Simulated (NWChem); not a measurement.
Molecule: CH₇FN₂Si; SMILES NC[Si@H](N)F

```xyz
12

N      0.0729     2.3183    -0.0836
C      0.7496     1.0873     0.3885
Si     0.0116    -0.5032    -0.3087
N     -1.6213    -0.6297     0.2297
F      0.9503    -1.7577     0.1338
H      0.1842     2.4015    -1.0937
H     -0.9305     2.2288     0.0746
H      1.8159     1.1640     0.1427
H      0.7103     1.0754     1.4868
H     -0.0456    -0.5009    -1.7934
H     -2.2734    -1.2202    -0.2730
H     -1.8342    -0.6283     1.2211
```
Atoms are numbered in this order, from 1.

Results from NWChem. Pople sets run with spherical d functions. The geometry was optimised at B3LYP/6-31G* (spherical d).

Problem. Taking PBE0/6-311++G** as the yardstick, which of these has the fewest basis functions while keeping “dipole (D)” within 0.1 D of it: PBE0/6-311G**; PBE0/STO-3G; PBE0/3-21G; PBE0/6-31+G*; PBE0/6-31G*?

Solution. PBE0/6-31G*.
```csv
level,basis functions,dipole (D),relative time (rough)
PBE0/STO-3G,36,1.84,1
PBE0/3-21G,63,2.25,1
PBE0/6-31G*,88,2.07,3
PBE0/6-31+G*,108,2.03,5
PBE0/6-311G**,140,2.07,5
PBE0/6-311++G**,167,1.99,10
```

The yardstick is one finite set, not the basis-set limit.
